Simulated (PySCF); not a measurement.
## RuCl3, quartet: molecular constants

All numbers come from PySCF, UPBE, basis Ru def2-SVP with ECP28, Cl def2-SVP (scalar-relativistic core potentials, no spin–orbit coupling, density fitting).

The structure is a minimum.

```json
{
  "Point group": "C2v",
  "Bond lengths": "Ru–Cl 2.199 Å, Ru–Cl 2.237 Å (×2)",
  "Bond angles": "Cl–Ru–Cl 104.8° (×2), Cl–Ru–Cl 150.3°",
  "Entropy at 298.15 K and 1 bar (electronic part: spin only)": "359.5 J/(mol K)",
  "Lowest empty level (β)": "-5.40 eV",
  "Enthalpy at 298.15 K above 0 K": "18.33 kJ/mol",
  "Highest occupied level (β)": "-5.98 eV",
  "Principal polarisabilities": "42.5, 72.7, 99.3 bohr³",
  "Spin squared ⟨S²⟩": "3.761",
  "Dipole moment": "0.45 D",
  "Heat capacity Cp at 298.15 K": "76.4 J/(mol K)",
  "Principal quadrupole moments (Buckingham, traceless) about the centre of mass": "-2.84, -0.33, 3.17 D Å",
  "Zero-point energy": "8.7 kJ/mol",
  "Atomisation energy without zero-point energy": "1084 kJ/mol",
  "Rotational constants": "0.09091, 0.05154, 0.03289 cm⁻¹",
  "Rotational symmetry number": "2"
}
```

Harmonic modes (masses in u: Ru 101.904, Cl 34.969):
| symmetry | ω (cm⁻¹) | IR (km/mol) | μ (u) | type |
| --- | --- | --- | --- | --- |
| b2 | 83 | 0.0 | 37.47 | bend |
| b1 | 89 | 0.7 | 51.56 | bend |
| a1 | 101 | 0.3 | 40.62 | bend |
| a1 | 356 | 0.3 | 35.00 | stretch |
| a1 | 407 | 27.5 | 43.34 | stretch |
| b2 | 418 | 78.4 | 47.41 | stretch |

In C2v the vibrations span 2b2 + b1 + 3a1. Here b1 is antisymmetric to the molecular plane and b2 lies in it.

Charges (e):
| atom | Mulliken | Löwdin | polar tensor | spin (Mulliken) | Mayer order to Ru1 |
| --- | --- | --- | --- | --- | --- |
| Ru1 | 0.25 | -0.71 | 1.01 | 2.29 | – |
| Cl2 | -0.04 | 0.29 | -0.28 | 0.23 | 1.37 |
| Cl3,4 | -0.10 | 0.21 | -0.36 | 0.24 | 1.27 |

Mulliken populations on Ru1 (electrons outside its core potential): s 2.54, p 6.50, d 6.69, f 0.01.

Outer orbital energies (eV). α occupied: -9.25, -8.77, -8.68, -8.21, -7.14, -6.77, -6.73, -6.45; empty: -5.32, -0.84, -0.22, 0.92. β occupied: -9.88, -9.08, -8.87, -8.87, -8.53, -8.33, -8.00, -5.98; empty: -5.40, -5.17, -5.13, -4.63.

Formally Ru is in oxidation state +3, d5, with 3 unpaired electrons (the high-spin count would be 5). The Mulliken spin on Ru is 2.29. The polar-tensor charge on Ru, 1.01, is far below the formal one.

Other isomers or separated fragments may lie lower. Open d and f shells are described by one determinant, and the ground state may have another occupation or spin.

The final relaxation and frequency run took of the order of 5 core-minutes on a shared host.
